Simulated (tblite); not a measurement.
Compound: C5H11BN2S.
Atom-mapped SMILES: `[CH3:1][C:2]#[N+:3][BH2-:4][S:5][CH2:6]/[CH:7]=[N:8]/[CH3:9]` (hydrogens: H10, H11, H12 on C1; H13, H14 on B4; H15, H16 on C6; H17 on C7; H18, H19, H20 on C9)
Bond orders are those of one Lewis drawing.

Computed with GFN2-xTB (tblite), gas phase: L-BFGS steps from a force-field or distance-geometry start until the largest atomic force falls under 0.01 eV/Å.

Step 6: E = -723.7561 eV
```
atom  x, y, z in Å  |  force x, y, z in eV/Å
C1      3.5187    1.3755    1.2838   -0.096  -0.038  -0.030
C2      2.8793    0.2828    0.6110    0.066   0.147   0.074
N3      2.3820   -0.6085    0.0785   -0.031  -0.196  -0.087
B4      1.7351   -1.7496   -0.6030    0.009  -0.092   0.000
S5      0.1285   -1.1044   -1.4284    0.079   0.092  -0.017
C6     -0.9058   -0.9714    0.0890    0.119   0.003   0.099
C7     -2.2444   -0.4187   -0.2385    0.127  -0.342   0.105
N8     -2.3656    0.7490   -0.6695   -0.107   0.321   0.000
C9     -3.6647    1.2735   -0.9825   -0.071   0.033  -0.001
H10     4.1523    1.9315    0.5950   -0.010  -0.035  -0.127
H11     2.7769    2.0588    1.6973   -0.095  -0.032  -0.036
H12     4.1400    1.0084    2.1002   -0.012  -0.120   0.005
H13     1.4486   -2.5644    0.2102    0.090   0.056   0.128
H14     2.4588   -2.1453   -1.4506    0.072   0.116   0.008
H15    -0.3713   -0.3013    0.7646   -0.024   0.049   0.002
H16    -0.9642   -1.9654    0.5359   -0.091   0.034  -0.031
H17    -3.0889   -1.1090   -0.0829   -0.054   0.015  -0.085
H18    -4.1681    0.6890   -1.7562    0.016  -0.057   0.002
H19    -3.5462    2.2933   -1.3401    0.058   0.067  -0.028
H20    -4.3062    1.2869   -0.0975   -0.044  -0.022   0.019
```

Step 7: E = -723.7636 eV
```
atom  x, y, z in Å  |  force x, y, z in eV/Å
C1      3.5136    1.3715    1.2800   -0.037   0.008   0.001
C2      2.8763    0.2788    0.6090    0.053   0.134   0.056
N3      2.3832   -0.6146    0.0760    0.027  -0.084  -0.015
B4      1.7418   -1.7518   -0.5993   -0.052  -0.151  -0.044
S5      0.1344   -1.0977   -1.4213    0.066   0.071  -0.097
C6     -0.9076   -0.9685    0.0893    0.143  -0.009   0.126
C7     -2.2459   -0.4166   -0.2351    0.149  -0.267   0.022
N8     -2.3651    0.7536   -0.6635   -0.136   0.202   0.033
C9     -3.6640    1.2733   -0.9813   -0.106   0.051  -0.009
H10     4.1493    1.9269    0.5913   -0.029  -0.042  -0.114
H11     2.7732    2.0557    1.6947   -0.092  -0.036  -0.042
H12     4.1360    1.0031    2.0958   -0.019  -0.108   0.004
H13     1.4521   -2.5593    0.2223    0.110   0.034   0.059
H14     2.4669   -2.1353   -1.4538    0.025   0.069   0.051
H15    -0.3705   -0.2991    0.7619   -0.031   0.059   0.053
H16    -0.9684   -1.9627    0.5328   -0.073   0.005  -0.003
H17    -3.0894   -1.1103   -0.0890   -0.049   0.033  -0.080
H18    -4.1694    0.6875   -1.7539    0.055  -0.049   0.000
H19    -3.5413    2.2920   -1.3407    0.018   0.071  -0.020
H20    -4.3104    1.2841   -0.0991   -0.021   0.009   0.018
```

Task: Estimate the geometry and energy of step 8. (The exact step hangs on the optimiser's Hessian estimate; all steps are aligned on step 7, rigid shifts and turns removed.)

Result: E = -723.7703 eV, largest force 0.168 eV/Å
```
atom  x, y, z in Å  |  force x, y, z in eV/Å
C1      3.5089    1.3684    1.2767    0.022   0.043   0.024
C2      2.8737    0.2761    0.6071    0.014   0.066   0.011
N3      2.3856   -0.6205    0.0743    0.077   0.032   0.054
B4      1.7467   -1.7562   -0.5969   -0.078  -0.136  -0.061
S5      0.1410   -1.0902   -1.4165    0.048   0.040  -0.115
C6     -0.9065   -0.9661    0.0913    0.103  -0.004   0.089
C7     -2.2451   -0.4166   -0.2327    0.094  -0.082  -0.069
N8     -2.3666    0.7581   -0.6560   -0.116   0.023   0.080
C9     -3.6654    1.2742   -0.9803   -0.091   0.044  -0.002
H10     4.1460    1.9219    0.5856   -0.054  -0.049  -0.074
H11     2.7678    2.0524    1.6916   -0.068  -0.040  -0.046
H12     4.1320    0.9962    2.0919   -0.036  -0.073  -0.014
H13     1.4575   -2.5542    0.2346    0.113  -0.003   0.000
H14     2.4749   -2.1250   -1.4558   -0.006   0.007   0.069
H15    -0.3701   -0.2956    0.7609   -0.022   0.061   0.102
H16    -0.9737   -1.9605    0.5303   -0.031  -0.024   0.027
H17    -3.0907   -1.1109   -0.0962   -0.010   0.036  -0.080
H18    -4.1698    0.6849   -1.7521    0.080  -0.029   0.001
H19    -3.5367    2.2925   -1.3417   -0.028   0.039  -0.003
H20    -4.3148    1.2819   -0.0998   -0.011   0.046   0.007
```

The energy changes by -0.0067 eV. The first-order estimate −F·Δx gives -0.0093 eV and the mean of the old and new forces, exact on a quadratic surface, -0.0067 eV. The step makes an angle of 63° with the force vector and moves no atom by more than 0.014 Å.

The cost below is that of the whole relaxation. Hardware: one thread of an Arm Neoverse N1, on a shared host. Cost: 4.0 s of wall time.
